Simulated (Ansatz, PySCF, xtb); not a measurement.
Torsion H4–Se1–B2–Se3 in BH3Se2 (SMILES [SeH]B[SeH]); at each angle all else is relaxed with GFN2-xTB, and the levels are single points there.
Geometry at 0° (charge 0, multiplicity 1):
```xyz
6

Se    -1.7815    -0.1424    -0.6846
B     -0.2985     0.8426    -0.0324
Se     0.4435     0.5427     1.6964
H     -2.0051    -0.9953     0.4632
H      0.1573     1.6563    -0.7368
H      1.4907     1.5283     1.6428
```

On the grid 0° to 330°, 90° is the highest and 0° the lowest point at MP2/CBS(cc-pVTZ, cc-pVQZ) + ΔCCSD(T)/cc-pVTZ.

Rows in STO-3G carry no dispersion term and start afresh at each structure; the Pople sets are all-electron and without relativity.

Run with Ansatz (Gaussian basis) for Hartree–Fock, density functionals and correlated methods; PySCF for STO-3G rows, the dispersion terms; xtb for the GFN methods. 

Q: One of these levels gives 12.05 kcal/mol for the energy at 90° less that at 0°. Which one is it?
A. GFN2-xTB
B. HF/STO-3G
C. BLYP-D4/def2-TZVPP

A: C, BLYP-D4/def2-TZVPP. The others give 10.28 (GFN2-xTB), 15.50 (HF/STO-3G)

Ansatz is an electronic-structure program.
